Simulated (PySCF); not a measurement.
Cl$_{4}$Zr, singlet, geometry from GFN2-xTB (such geometries of metal compounds can be far from the true shape) (core potentials on Zr). Base run: DF-M062X/def2-SV(P) (PySCF).

Input for PySCF:
```python
from pyscf import gto, scf, dft

mol = gto.M(
    atom='''
Zr   -0.00000000    0.00000000    0.00000000
Cl    1.79919529   -0.56519177   -1.22978742
Cl    0.64651622    0.46587134    2.10568355
Cl   -0.98544887    1.81277582   -0.90092002
Cl   -1.46026264   -1.71345538    0.02502389
''',
    basis='def2-sv(p)',
    ecp={'Zr': 'def2-sv(p)'},
    verbose=4,
)

mf = dft.RKS(mol)
mf.xc = 'm062x'
mf = mf.density_fit(auxbasis='def2-universal-jkfit')
mf.kernel()
mf.analyze()
```

The base run was repeated with changes; each row names its change, and settings that it needs were set with it.

```tsv
change	ΔE vs base (mEh)	grid points	electrons on the grid
base	0.000	97912	80.00000
grids.becke_scheme = stratmann	0.008	97912	80.00000
grids.atom_grid = (99, 590)	-0.008	148904	80.00000
grids.prune = dft.gen_grid.treutler_prune	-0.008	95768	80.00000
small_rho_cutoff = 0	0.000	97912	80.00000
grids.level = 7	-0.008	434984	80.00000
grids.level = 2	-0.207	61392	79.99999
grids.radi_method = gauss_chebyshev	-0.174	94616	80.00000
grids.atom_grid = (150, 974)	-0.009	369264	80.00000
grids.radi_method = mura_knowles	-0.017	89104	80.00000
grids.level = 0	401.7	9344	79.97106
```
